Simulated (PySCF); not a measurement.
**A small calculation by hand: entropy of an ideal gas**

Si(Me)2 (C2H6Si), SMILES C[Si]C (connectivity only; charge and spin as stated), neutral, multiplicity 1.

Geometry: B3LYP-D3(BJ)/def2-TZVP. The isomer is the one that the SMILES or the coordinates give; other isomers of the formula were not compared.

B3LYP-D3(BJ)/def2-TZVP in PySCF 2.14.0 gives the harmonic wavenumbers 110, 111, 258, 522, 575, 648, 654, 734, 864, 1250, 1259, 1425, 1431, 1453, 1461, 2979, 2981, 3048, 3054, 3104, 3104 cm⁻¹ and the rotational temperatures 0.8086, 0.3369, 0.2531 K. The molar mass is 58.16 g/mol, the symmetry number 2, the spin multiplicity 1.

**Question.** Work out the entropy at 298.15 K and 1 atm in the rigid-rotor, harmonic-oscillator model.

**Answer.** 
Translation (Sackur–Tetrode at 1 atm): S = R[1.5 ln M + 2.5 ln T − 1.16487] = 159.4 J/(mol K).
Rotation: q = (√π/σ) T^1.5/√(θA θB θC) = 17400, S = R[ln q + 3/2] = 93.6 J/(mol K).
Vibration: with u = 1.4388 ν/T, each mode gives R[u/(e^u − 1) − ln(1 − e^−u)]:
```csv
ν (cm⁻¹),modes,u,S (J/(mol K))
110,1,0.53,13.68
111,1,0.54,13.60
258,1,1.25,7.01
522,1,2.52,2.53
575,1,2.77,2.07
648,1,3.13,1.57
654,1,3.16,1.53
734,1,3.54,1.12
864,1,4.17,0.67
1250,1,6.03,0.14
1259,1,6.08,0.14
1425,1,6.88,0.07
1431,1,6.91,0.07
1453,1,7.01,0.06
1461,1,7.05,0.06
```
The stiffer modes add less than 0.005 each. Sum 44.3 J/(mol K).
Spin: R ln 1 = 0.0 J/(mol K).
Total 297.4 J/(mol K); the program's own thermochemistry gives 297.4. Translation makes up 54 % and vibration 15 %. Anharmonicity, hindered rotation and orbital degeneracy are left out.
